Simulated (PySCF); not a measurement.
Simulated characterisation data

PySCF calculation with geometry from GFN2-xTB and σ from GIAO-PBE0/pcSseg-1; no solvent model, averaged over atoms made equivalent by symmetry, fast rotation or ring inversion, a single conformation, non-relativistic.

Chemical shifts δ = σref − σ; 1H and 13C against TMS, all at this level. Splittings of carbon signals by F and P are missing where no couplings were computed. Where no couplings were computed, multiplicities follow the n + 1 count of equivalent neighbours, and m marks all less simple cases (inequivalent or close neighbours, rings, F or P nearby). Acid and N–H amide carbonyl carbons lie up to 10 ppm further downfield in solution (hydrogen bonding). Shifts are as computed. Against solution values, carbons near 30 ppm lie about +3 ppm off and those near 130 ppm about +5 ppm; carbons on Cl a further +6 ppm. Of 1211 compounds with measured shifts, 218 miss one by over three times the rms of a fit or turn the order of signals round; such compounds aren't used in these exercises. Carbons bonded to Cl come out too deshielded. OH and NH positions are gas-phase values without hydrogen bonding to other molecules.

Compound 1 (C$_{5}$H$_{9}$FO$_{2}$Si). 1H NMR (400 MHz, computed): δ 7.15 (m, 1H), 7.09 (m, 1H), 4.97 (t, 2H), 2.72 (t, 2H), 2.17 (s, 3H). 13C{1H} NMR (computed): δ 208.1, 147.7, 141.6, 38.0, 33.9. Structure: `CC(=O)C[SiH2]O/C=C/F`.

Compound 2 (C$_{4}$H$_{7}$ClO$_{3}$Si). 1H NMR (400 MHz, computed): δ 7.63 (m, 1H), 6.09 (br s, 1H), 5.87 (d, 1H), 5.12 (m, 1H), 4.72 (m, 1H), 3.97 (m, 1H), 2.12 (br s, 1H). 13C{1H} NMR (computed): δ 170.4 (C), 162.3 (CH), 121.8 (CH), 56.5 (CH). Structure: `O=C(O)/C=C/[C@H](Cl)[SiH2]O`.
